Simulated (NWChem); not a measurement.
Program: NWChem. System: H3B, charge 0, spin multiplicity 1, at a geometry optimised with B3LYP/def2-SVP. The structure started from a generated list of species. Level: CR-EOMCCSD(T)/def2-SVPD, 1 core orbitals frozen.

Output (cleaned and shortened):

```
             Northwest Computational Chemistry Package (NWChem) 7.3.0
             --------------------------------------------------------

                                NWChem Input Module
                                -------------------

 Scaling coordinates for geometry "geometry" by  1.889725989
 (inverse scale =  0.529177249)

 Turning off AUTOSYM since
 SYMMETRY directive was detected!

                             Geometry "geometry" -> ""
                             -------------------------

 Output coordinates in angstroms (scale by  1.889725989 to convert to a.u.)

  No.       Tag          Charge          X              Y              Z
 ---- ---------------- ---------- -------------- -------------- --------------
    1 B                    5.0000     0.00000000     0.00000000     0.00000000
    2 H                    1.0000     0.00000000     0.00000000     1.20439200
    3 H                    1.0000    -1.04303300     0.00000000    -0.60219500
    4 H                    1.0000     1.04303300     0.00000000    -0.60219500

 Effective nuclear repulsion energy (a.u.)       7.3516160856

            Nuclear Dipole moment (a.u.)
            ----------------------------
        X                 Y               Z
 ---------------- ---------------- ----------------
     0.0000000000     0.0000000000     0.0000037795

      Symmetry information
      --------------------

 Group name             C2v
 Group number             16
 Group order               4
 No. of unique centers     3

      Symmetry unique atoms

     1    2    3


 Summary of "ao basis" -> "" (spherical)
 ------------------------------------------------------------------------------
       Tag                 Description            Shells   Functions and Types
 ---------------- ------------------------------  ------  ---------------------
 *                         def2-svpd                  on all atoms

 Summary of "ao basis" -> "ao basis" (spherical)
 ------------------------------------------------------------------------------
       Tag                 Description            Shells   Functions and Types
 ---------------- ------------------------------  ------  ---------------------
 B                         def2-svpd                 8       20   4s2p2d
 H                         def2-svpd                 4        8   2s2p

                                 NWChem SCF Module
                                 -----------------
[...]
   0.0009332874936   0.3765525156773   10.24652     0.1     0.1

 Iteration  10 using   10 trial vectors
   0.0006597360385   0.3765579680655   10.24667     0.1     0.1

 Iteration  11 using   11 trial vectors
   0.0004022865614   0.3765574810286   10.24665     0.1     0.1

 Iteration  12 using   12 trial vectors
   0.0001929226179   0.3765552480205   10.24659     0.1     0.1

 Iteration  13 using   13 trial vectors
   0.0000932164470   0.3765558288473   10.24661     0.1     0.1

 Iteration  14 using   14 trial vectors
   0.0000440350974   0.3765564636645   10.24663     0.1     0.1

 Iteration  15 using   15 trial vectors
   0.0000248965865   0.3765564412422   10.24663     0.1     0.1

 Iteration  16 using   16 trial vectors
   0.0000139187938   0.3765564267813   10.24663     0.1     0.1

 Iteration  17 using   17 trial vectors
   0.0000065418448   0.3765564368971   10.24663     0.1     0.1
 --------------------------------------------------------------
 Iterations converged
 ------------------

 Excited state root  1
 Excitation energy / hartree =        0.376556436897095
                   / eV      =       10.246626358411520
 largest EOMCCSD amplitudes: R1 and R2

 Singles contributions
     6a1  (alpha) ---     3b1  (alpha)       -0.9079890041
     9a1  (alpha) ---     3b1  (alpha)        0.1716248768
    14a1  (alpha) ---     3b1  (alpha)        0.1658971211

 Doubles contributions
======= CR-EOMCCSD(T) calculation ======
corresponding R0 value =     0.000000

CR-EOMCCSD(T) Intermediates cpu wall time             0.2            0.2
 creom_N i2_1 nr of boxes                    22
 creom_N i2_2 nr of boxes                    84
 creom_N i2_3 nr of boxes                    22
 creom_N i2_4 nr of boxes                    84

CR-EOMCCSD(T) triples loop cpu wall             0.1            0.1

 CR-EOMCCSD(T)  total energy / hartree       =       -26.115379756150716
 CR-EOMCCSD(T)  excitation energy (eV)       =     10.21327

 =========================================
 Excited-state calculation ( b2  symmetry)
 =========================================
 Dim. of EOMCC iter. space      500

 EOMCCSD SOLVER TYPE  1
  maxdiff =   0.56484557996922791

 No. of initial right vectors    1

 EOM-CCSD right-hand side iterations
 --------------------------------------------------------------
      Residuum       Omega / hartree  Omega / eV    Cpu    Wall
 --------------------------------------------------------------

 Iteration   1 using    1 trial vectors
   0.4115753722201   0.3058206761119    8.32181     0.1     0.1

 Iteration   2 using    2 trial vectors
   0.1036082671527   0.2308232318338    6.28102     0.0     0.0

 Iteration   3 using    3 trial vectors
   0.0385105307709   0.2238862916234    6.09226     0.0     0.0

 Iteration   4 using    4 trial vectors
   0.0108324798849   0.2230088828316    6.06838     0.0     0.0

 Iteration   5 using    5 trial vectors
   0.0032524851654   0.2228543499586    6.06418     0.0     0.0

 Iteration   6 using    6 trial vectors
   0.0009019244496   0.2228102170552    6.06298     0.0     0.0

 Iteration   7 using    7 trial vectors
   0.0003162997271   0.2228161263444    6.06314     0.0     0.0

 Iteration   8 using    8 trial vectors
   0.0000832314968   0.2228200459363    6.06324     0.0     0.0

 Iteration   9 using    9 trial vectors
   0.0000259556105   0.2228202110636    6.06325     0.0     0.0

 Iteration  10 using   10 trial vectors
   0.0000072728315   0.2228202654314    6.06325     0.0     0.0
 --------------------------------------------------------------
 Iterations converged
 ------------------

 Excited state root  1
 Excitation energy / hartree =        0.222820265431369
                   / eV      =        6.063250501760120
 largest EOMCCSD amplitudes: R1 and R2

 Singles contributions
     5b2  (alpha) ---     4a1  (alpha)       -0.9300013486
    24b2  (alpha) ---     4a1  (alpha)        0.1666353508

 Doubles contributions
======= CR-EOMCCSD(T) calculation ======
corresponding R0 value =     0.000000

CR-EOMCCSD(T) Intermediates cpu wall time             0.1            0.1
 creom_N i2_1 nr of boxes                    22
 creom_N i2_2 nr of boxes                    84
 creom_N i2_3 nr of boxes                    22
 creom_N i2_4 nr of boxes                    84

CR-EOMCCSD(T) triples loop cpu wall             0.0            0.0

 CR-EOMCCSD(T)  total energy / hartree       =       -26.269189312982874
 CR-EOMCCSD(T)  excitation energy (eV)       =      6.02790

 Task  times  cpu:        4.5s     wall:        4.5s

 Total times  cpu:        4.5s     wall:        4.5s
```

### Question
Write an NWChem input that would produce this output.

### Answer
One answer among several that fit: 
```
start mol
memory heap 100 mb stack 700 mb global 1900 mb
geometry units angstroms nocenter noautoz
  B      0.000000     0.000000    -0.000000
  H      0.000000     0.000000     1.204392
  H     -1.043033     0.000000    -0.602195
  H      1.043033     0.000000    -0.602195
  symmetry group C2v
end
basis spherical
  * library def2-svpd
end
scf
  rhf
  nopen 0
  maxiter 100
  thresh 1e-7
  semidirect memsize 60000000 filesize 0
end
tce
  freeze core 1
  creomsd(t)
  nroots 1
  2eorb
  2emet 13
  thresh 1e-5
  maxiter 200
  tilesize 24
end
task tce energy
```
